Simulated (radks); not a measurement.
Values are calculated unless marked as measured or tabulated.
Question: Nb4+, configuration [Kr] 4d1. Level of theory: Dirac Kohn-Sham, PBE, spin-unpolarised, spherical densities, point nucleus; open shells are shared between the two j in proportion to 2j + 1 (a radial shooting solver on a logarithmic mesh with Libxc functionals).

Spin-orbit splittings of the eigenvalues, e(l+1/2) - e(l-1/2), with zeta = 2 splitting/(2l+1) and mean radii in bohr:

| shell | occ. | splitting (eV) | zeta (eV) | <r> j=l-1/2 | <r> j=l+1/2 |
|---|---|---|---|---|---|
| 2p | 6 | ? | ? | 0.1346 | 0.1391 |
| 3p | 6 | 15.53 | 10.35 | 0.4384 | 0.4489 |
| 3d | 10 | 2.894 | 1.157 | 0.4305 | 0.4340 |
| 4p | 6 | 2.276 | 1.517 | 1.233 | 1.259 |
| 4d | 1 | 0.2690 | 0.1076 | 1.602 | 1.612 |

Estimate the 2p splitting.

Answer: 95.77 eV (zeta = 63.85 eV).
